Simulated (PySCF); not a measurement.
Orbital gap (eV) of eight silicon and germanium compounds: PBE beside r2SCAN, computed with PySCF for isolated molecules in the bases named; differences from unrounded values. The eight are the first of their class met in an unordered collection, after screening for sound electronic states; none was chosen by its value. Each molecule has one DFT geometry for both levels.

| molecule | basis | r2SCAN | PBE | difference |
|---|---|---|---|---|
| C4H10OSi, SMILES C[C@H]1OC[Si@H]1C | def2-TZVP | 5.69 | 5.05 | -0.63 |
| CH₉FN₂Si₂, SMILES CN[Si@H](N[SiH3])F | def2-TZVP | 5.89 | 5.15 | -0.75 |
| hexafluorodisilane (F6Si2), SMILES F[Si](F)(F)[Si](F)(F)F | def2-TZVP | 7.70 | 7.06 | -0.64 |
| Si(H)(OH)2(SeH) (H4O2SeSi), SMILES O[SiH](O)[SeH] | def2-TZVP | 5.68 | 5.07 | -0.61 |
| C4H10OSi, SMILES OC[C@H]1CC[SiH2]1 | def2-TZVP | 6.10 | 5.41 | -0.69 |
| C₄H₅NSi, SMILES C#C[C@@H]([SiH3])C#N | def2-TZVP | 6.32 | 5.79 | -0.53 |
| CH4N2OSi, SMILES O([SiH2]N)C#N | def2-TZVP | 6.86 | 6.01 | -0.85 |
| CH₈FNSi₂, SMILES F[SiH2]N(C)[SiH3] | def2-TZVP | 6.18 | 5.52 | -0.66 |

PBE lies below r2SCAN in 8 and above it in 0 of the eight; the mean signed difference is -0.67 and the largest -0.85 eV.
